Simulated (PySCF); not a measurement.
# Electron correlation in Ho⁺ (holmium, charge +1)

[Xe] 4f10 6s2, one real determinant (an excited configuration). Calculation: PySCF 2.14, in cc-pVDZ-X2C (8s7p5d3f1g, 84 functions); the spin-free X2C one-electron Hamiltonian (Gaussian nucleus). Frozen: [Kr] 4d10; 20 electrons correlated.

```json
{"level": "CCSD", "correlation energy (mhartree)": "-620.06"}
{"level": "(T)", "correlation energy (mhartree)": "-23.46"}
{"level": "CCSD(T)", "correlation energy (mhartree)": "-643.52"}
```

Diagnostics: T1 = 0.012, D1 = 0.0385, largest double amplitude 0.125.

Q: Is a single reference adequate?

A: Mostly. T1 lies below 0.03, but a double amplitude of this size points to a near-degeneracy that CCSD handles and MP2 describes poorly.

The reference is one real determinant that mixes LS terms of this configuration.
